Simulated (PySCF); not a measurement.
# A search over the determinants of MgTe⁻

Unrestricted PBE0; Mg aug-cc-pVDZ, Te aug-cc-pVDZ-PP with ECP28; scalar-relativistic core potentials (PySCF 2.14). Outer shells of the fragments: Mg 3s2; Te− 4d10 5s2 5p5.

Followed along the bond (rough minima from three points):

```csv
2Ms+1,unpaired,⟨S²⟩ at the start,R at minimum (Å),Te (eV)
2,σ ↑,0.76,2.57,0.00
2,π ↑,0.75,none in the scan,≤ 0.91
```

Solutions found at the starting distance of 2.775 Å, counted from the lowest of them; the search is not exhaustive and high or unbound solutions are not listed, so other states can lie among these:

```tsv
2Ms+1	unpaired	term	E (eV)	⟨S²⟩	⟨Lz²⟩	μ (D)
2	σ ↑	²Σ⁺	0.00	0.76	0.00	0.66
2	π ↑	²Π	0.85	0.75	1.01	7.09
```

A term symbol is given only where ⟨S²⟩ and ⟨Lz²⟩ are close to those of a pure state; real π, δ and φ orbitals otherwise mix terms. A positive dipole points towards Te; it is taken about the centre of mass and depends on that origin.

Spin–orbit coupling is left out.
